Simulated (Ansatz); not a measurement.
Input file for Ansatz (a first-principles code): R-B3LYP/def2-TZVPP on C2HN (SMILES [CH]C#N), 2S+1 = 1, a spin state set in the input, which need not be the lowest, at the other state's geometry.

Ansatz 0.2 input:
```yaml
crystal:
  periodic: [false, false, false]
  atoms:
    - {symbol: C, position_ang: [-1.17130806, -0.05933496, 0.30241684]}
    - {symbol: C, position_ang: [0.08254606, 0.00697996, -0.01513771]}
    - {symbol: N, position_ang: [1.22504321, 0.03525456, -0.37542930]}
    - {symbol: H, position_ang: [-2.04273048, 0.06734810, 0.90433031]}
basis:
  gaussian:
    orbitals: def2-TZVPP
hamiltonian:
  xc: {name: B3LYP}
```

The head of its log:

```
WARN ansatz: RAYON_NUM_THREADS=1 ignored (pool sized by the plan → 1); use --threads N
Functional definition: B3LYP
integrals: 0.02 GiB planned
574 factors; their error is unknown
mean field: 0.25 GiB planned
mean field evaluation 1: about -3572.9841 eV, gradient 3.9e1 eV
mean field evaluation 2: about -3567.3156 eV, gradient 6.0e1 eV
```

Task: What total energy does the run end on?

Result: -131.4332 hartree.
